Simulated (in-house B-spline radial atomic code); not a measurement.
Successive ionisation energies of tin; each step leads to the configuration of the next row (after the last: [Ar] 3d3/2(4) 3d5/2(5)). Dirac energy differences include first-order Breit, QED and recoil terms. NIST's values go from ground level to ground level; the uncertainty of those that are theory runs from under 0.1 % in few-electron ions to several per cent in heavy many-electron ones. Computed with a B-spline radial code for spherical atoms: Dirac-Hartree-Fock, jj configuration that fills j = l - 1/2 first, finite nuclei.

A number in brackets counts the electrons of a j subshell.

| ion | configuration | ionisation energy (eV) | tabulated value (eV) | tabulated kind | computed minus tabulated (eV) | highest orbital | largest mean radius (bohr) |
| --- | --- | --- | --- | --- | --- | --- | --- |
| Sn7+ | [Kr] 4d3/2(4) 4d5/2(3) | 136.0 | 135 | tabulated theory | 1.0 | 4d5/2 | 0.98583 |
| Sn8+ | [Kr] 4d3/2(4) 4d5/2(2) | 158.0 | 156 | tabulated theory | 2.0 | 4d5/2 | 0.96267 |
| Sn9+ | [Kr] 4d3/2(4) 4d5/2(1) | 180.9 | 184 | tabulated theory | -3.1 | 4d5/2 | 0.94126 |
| Sn10+ | [Kr] 4d3/2(4) | 207.0 | 208 | tabulated theory | -1.0 | 4d3/2 | 0.91342 |
| Sn11+ | [Kr] 4d3/2(3) | ? | ? | tabulated theory | ? | ? | ? |
| Sn12+ | [Kr] 4d3/2(2) | ? | ? | tabulated theory | ? | ? | ? |
| Sn13+ | [Kr] 4d3/2(1) | 282.5 | 282 | tabulated theory | 0.5 | 4d3/2 | 0.86096 |
| Sn14+ | [Ar] 3d10 4s2 4p6 | 379.3 | 379 | tabulated theory | 0.3 | 4p3/2 | 0.80054 |
| Sn15+ | [Ar] 3d10 4s2 4p1/2(2) 4p3/2(3) | 407.8 | 407 | tabulated theory | 0.8 | 4p3/2 | 0.79029 |
| Sn16+ | [Ar] 3d10 4s2 4p1/2(2) 4p3/2(2) | 436.8 | 437 | tabulated theory | -0.2 | 4p3/2 | 0.78086 |
| Sn17+ | [Ar] 3d10 4s2 4p1/2(2) 4p3/2(1) | 466.3 | 466 | tabulated theory | 0.3 | 4p3/2 | 0.77174 |
| Sn18+ | [Ar] 3d10 4s2 4p1/2(2) | 505.0 | 506 | tabulated theory | -1.0 | 4p1/2 | 0.74753 |
| Sn19+ | [Ar] 3d10 4s2 4p1/2(1) | ? | ? | tabulated theory | ? | ? | ? |
| Sn20+ | [Ar] 3d10 4s2 | 607.2 | 608 | tabulated theory | -0.8 | 4s1/2 | 0.71931 |
| Sn21+ | [Ar] 3d10 4s1 | 641.0 | 642.35 | semi-empirical | -1.4 | 4s1/2 | 0.71193 |
| Sn22+ | [Ar] 3d10 | 1127.6 | 1127 | tabulated theory | 0.6 | 3d5/2 | 0.33332 |

Problem. Fill in the row of Sn11+.

Solution. ionisation energy (eV): 231.4; tabulated value (eV): 232; computed minus tabulated (eV): -0.6; highest orbital: 4d3/2; largest mean radius (bohr): 0.89459.

Problem. Fill in the row of Sn12+.

Solution. ionisation energy (eV): 256.6; tabulated value (eV): 258; computed minus tabulated (eV): -1.4; highest orbital: 4d3/2; largest mean radius (bohr): 0.87732.

Problem. Fill in the row of Sn19+.

Solution. ionisation energy (eV): 537.3; tabulated value (eV): 537; computed minus tabulated (eV): 0.3; highest orbital: 4p1/2; largest mean radius (bohr): 0.73839.

Problem. Where is the largest jump?

Solution. From Sn21+ to Sn22+, by a factor of 1.76 (640.98 to 1127.6 eV); the highest orbital goes from 4s1/2 to 3d5/2.
